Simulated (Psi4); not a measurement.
CHO (SMILES [CH]=O), doublet, at a GFN2-xTB geometry, with bond 2-1 at 1.3 times its length. Base run: CAM-B3LYP/6-31G** run with Psi4.

The Psi4 input:
```
memory 2 GB

molecule {
0 2
C     0.05077793    0.58558918    0.01134278
O     0.07033488   -0.94802312   -0.02083489
H    -0.83124157    1.23936563    0.03921745
}

set {
  basis 6-31g**
  reference uks
}

energy('cam-b3lyp')
print_variables()
```

Variants of this job, named by their change:

| change | ΔE vs base (mEh) | SCF cycles | grid points | basis functions | outcome |
|---|---|---|---|---|---|
| base | 0.000 | 15 | 64858 | 35 | converged |
| guess = sap | 0.000 | 15 | 64858 | 35 | converged |
| dft_nuclear_scheme = stratmann | 0.001 | 15 | 61662 | 35 | converged |
| dft_radial_points = 35 | -0.028 | 15 | 30878 | 35 | converged |
| dft_spherical_points = 434 | 0.000 | 15 | 93135 | 35 | converged |
| scf_type = mem_df | 0.000 | 15 | 64858 | 35 | converged |
| diis_max_vecs = 3 | 0.000 | 35 | 64858 | 35 | converged |
| basis_guess = sto-3g | - | - | - | 11 | not converged |
| df_basis_scf = def2-universal-jkfit | -0.008 | 15 | 64858 | 35 | converged |
| dft_spherical_points = 974 | 0.000 | 15 | 208910 | 35 | converged |
| dft_nuclear_scheme = becke | -0.001 | 15 | 64756 | 35 | converged |
| level_shift = 0.3 | 0.000 | 15 | 64858 | 35 | converged |
| scf_type = dfdirj+cosx | - | - | - | - | input refused |

Open shells are given as the SCF converged; they aren't shown to be the lowest states, and a large step between rows can be another state.

- scf_type = dfdirj+cosx: ended with `psi4.driver.p4util.exceptions.ValidationError: SCF: SCF_TYPE (DFDIRJ+COSX) not supported for range-separated functionals, plese use SCF_TYPE = 'DF' to automatically select the correct JK build.`
